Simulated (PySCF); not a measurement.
## Löwdin shares of the frontier orbitals

Species: C4H7BF2S.
SMILES with atom numbers: `[CH3:1][C:2](=[S:3])[CH2:4][CH2:5][B:6]([F:7])[F:8]` (hydrogens: H9, H10, H11 on C1; H12, H13 on C4; H14, H15 on C5)

Cartesian coordinates in Å at the PBE0-D3(BJ)/def2-SVP level; atoms count from 1:
```
atom  x, y, z in Å
C1    -2.3038    0.7252   -0.3191
C2    -0.8530    0.4025   -0.3688
S3     0.0570    0.6205   -1.7076
C4    -0.2037   -0.1349    0.8695
C5     1.1198   -0.8128    0.5646
B6     1.9484    0.0233   -0.5106
F7     2.3864    1.2519   -0.1479
F8     2.7417   -0.6215   -1.3879
H9    -2.6418    1.2763   -1.2045
H10   -2.8748   -0.2169   -0.2430
H11   -2.5335    1.2993    0.5935
H12   -0.0543    0.7461    1.5265
H13   -0.9255   -0.7724    1.4100
H14    1.7241   -0.9118    1.4814
H15    0.9420   -1.8299    0.1805
```

Level of theory: TDDFT wB97X-D/def2-SVPD, vertical, gas phase, core orbitals frozen in the response (PySCF 2.14.0, density-fitted response routines).

Frontier orbitals with the atoms that hold most of them (Löwdin shares over 4%, at most four atoms; ? is withheld):

```csv
orbital,ε (eV),atoms
HOMO-3,-12.10,"C5 29%, H15 13%, C4 13%, H14 11%"
HOMO-2,-11.17,"C5 23%, B6 14%, S3 12%, C4 12%"
HOMO-1,-10.68,"S3 48%, C2 24%, C4 7%, C1 5%"
HOMO,-9.35,?
LUMO,-0.90,?
LUMO+1,1.73,"S3 23%, C1 18%, C4 9%, H10 8%"
LUMO+2,2.47,"S3 57%, B6 20%, F8 5%, C2 4%"
```

**Question.** Which atoms hold the HOMO, and with what shares?

**Answer.** S3 (bonded to C) 56%; C5 (bonded to B, C and 2 H) 9%; B6 (bonded to C and 2 F) 8%; C2 (bonded to 2 C and S) 7%. By element: sulfur 56%, carbon 16% or more, boron 8%.

**Question.** Give the leading atoms of the LUMO.

**Answer.** C2 (bonded to 2 C and S) 40%; S3 (bonded to C) 36%; C1 (bonded to C and 3 H) 6%; C4 (bonded to 2 C and 2 H) 6%. By element: carbon 51% or more, sulfur 36%.

**Question.** The HOMO–LUMO gap is 8.45 eV. Where does the response calculation put the lowest singlet, and from which orbitals?

**Answer.** S1 is at 3.28 eV (f = 0.0004), 5.17 eV below the gap, made of HOMO→LUMO (98%). Without the coupling terms of the response equations the lowest excitation would equal the gap.

S1 has the pattern of n→π* at C=S.

Next come S2 at 5.58 eV (f 0.056), HOMO-2→LUMO (52%), HOMO-1→LUMO (41%); S3 at 5.83 eV (f 0.163), HOMO-1→LUMO (54%), HOMO-2→LUMO (38%); S4 at 6.57 eV (f 0.0049), HOMO-3→LUMO (58%), HOMO-4→LUMO (13%), HOMO-5→LUMO (12%); S5 at 6.73 eV (f 0.0098), HOMO-4→LUMO (60%), HOMO-5→LUMO (31%).

One conformer stands for the species.
